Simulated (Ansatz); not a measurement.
Pb3S8. Charge 0, multiplicity 3. Geometry PBE-D4/def2-SVP.

```tsv
atom	x (Å)	y (Å)	z (Å)
Pb1	-0.4764	-1.5127	0.3669
Pb2	0.9820	1.8270	1.3267
Pb3	-1.3372	1.9686	-1.7667
S4	1.4381	1.7205	-1.5395
S5	0.1004	-0.8642	3.9729
S6	1.6134	-0.4142	-1.7256
S7	0.4489	-0.8016	-3.4164
S8	1.7930	-0.6437	1.5899
S9	-1.5559	0.9871	0.7153
S10	-1.4993	-0.5927	-2.6957
S11	-1.5070	-1.6740	3.1724
```

In the def2 sets Pb takes a core potential; there is no spin–orbit coupling. At PBE0-D4/def2-SVP a singlet of charge 0 lies 0.71 eV below the triplet, each at its own geometry. The structure comes from a short search, and lower isomers may exist.

Q: Estimate the α-spin orbital energies around the gap (eV) in Ansatz with HF/def2-SVP, PBE-D4/def2-SVP, r2SCAN-D4/def2-SVP, B97M-V/def2-SVP, PBE0-D4/def2-SVP.

A: 
```csv
orbital,HF/def2-SVP,PBE-D4/def2-SVP,r2SCAN-D4/def2-SVP,B97M-V/def2-SVP,PBE0-D4/def2-SVP
HOMO−5,-9.85,-6.11,-6.47,-6.38,-7.30
HOMO−4,-9.53,-5.76,-6.08,-6.07,-6.84
HOMO−3,-9.10,-5.75,-6.07,-5.96,-6.82
HOMO−2,-8.78,-5.60,-5.92,-5.84,-6.72
HOMO−1,-8.57,-5.30,-5.70,-5.58,-6.47
HOMO,-8.21,-4.65,-5.00,-4.90,-5.81
LUMO,0.58,-2.98,-2.97,-2.92,-2.31
LUMO+1,0.83,-2.63,-2.55,-2.52,-2.00
LUMO+2,1.21,-2.44,-2.39,-2.23,-1.66
LUMO+3,1.55,-2.28,-2.17,-2.15,-1.61
LUMO+4,1.77,-2.01,-1.93,-1.87,-1.29
LUMO+5,2.09,-1.81,-1.70,-1.69,-1.16
β HOMO,-8.20,-5.50,-5.77,-5.70,-6.41
β LUMO,-0.15,-4.29,-4.28,-4.31,-3.52
```
